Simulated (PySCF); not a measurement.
Compound: C3H6NSSi (doublet state).
Z-matrix (Å and degrees, GFN2-xTB geometry), rows numbered from 1:
```
C 
C   1  1.5239
Si  2  1.8973  1  112.62
S   3  2.1705  2  110.30  1  -171.51
C   3  1.8493  2  113.90  1   -48.36
N   5  1.1514  3  170.63  2   126.39
H   1  1.0884  2  110.35  3   179.42
H   1  1.0878  2  110.80  3    59.54
H   1  1.0878  2  110.99  3   -60.60
H   2  1.0917  1  109.74  3   122.35
H   2  1.0937  1  109.45  3  -120.98
H   4  1.3242  3   95.51  2   168.68
```

The hyperfine couplings belong to this conformer and change with its torsions.

The species is `CC[Si](S)C#N` [radical].

Theory: PySCF 2.14.0, UKS B3LYP, pcH-1 on C H N S Si, non-relativistic, mean-field spin-orbit, GIAO. One conformer (not necessarily the lowest) at the GFN2-xTB geometry, without solvent, vibrations or thermal averaging. The geometry wasn't refined by DFT: couplings that depend on bond lengths, twists or pyramidal angles can differ widely from those at the functional's own minimum, by a factor of two or more for some ions and for spin on atoms past the first row. The SCF solution wasn't tested for stability.

Break the g tensor into its mass correction, gauge correction and orbital-Zeeman/spin–orbit terms.

```tsv
Δg (ppt)	1	2	3
relativistic mass correction	-0.17	-0.17	-0.17
gauge correction	0.02	0.08	0.06
orbital Zeeman/spin–orbit	-0.38	0.86	7.24
total	-0.54	0.76	7.12
```

So g = 2.00178, 2.00308, 2.00944 and g_iso = 2.00477; the tensor is rhombic: the two nearest values differ by 17 % of g3 − g1. Axes: g2 points within 6° of the Si3–S4 bond and g3 points within 12° of the S4–H12 bond.

What effective moment and Curie constant follow for a powder?

With the mean of g² = 4.0191 and S(S+1) = 0.75: μ_eff = √(⟨g²⟩S(S+1)) = 1.736 μB and χT = 0.12505·⟨g²⟩·S(S+1) = 0.377 cm³ K/mol (cgs; spin-Hamiltonian part alone).

At 94.377 GHz, how far is the centre of the isotropic spectrum from where a free electron (g = 2.002319) resonates?

B = hν/(g μB) with μB/h = 13.99624 MHz/mT gives 3367.61 mT for the free electron and 3363.50 mT at g_iso, 4.11 mT lower.

In a frozen sample, at which fields do the three g values resonate at 9.5, 34, 94 and 263 GHz (hyperfine left aside), and which band first spreads them over more than twice a line width of 0.3 mT?

```tsv
band	GHz	B(g3) mT	B(g2) mT	B(g1) mT	spread mT
X	9.5	337.78	338.86	339.07	1.29
Q	34.0	1208.91	1212.75	1213.53	4.62
W	94.0	3342.27	3352.88	3355.05	12.78
J	263.0	9351.25	9380.94	9387.01	35.76
```

The spread grows in proportion to the frequency. X band is the first where it exceeds 0.6 mT.

The largest Mulliken spin populations are on Si3 (+0.78), S4 (+0.12) and N6 (+0.10). No atom but Si3 exceeds +0.15. The angles at Si3 add up to 333.4°, so it is pyramidal.

The HOMO–LUMO gaps are 4.97 eV among the α and 4.50 eV among the β orbitals.
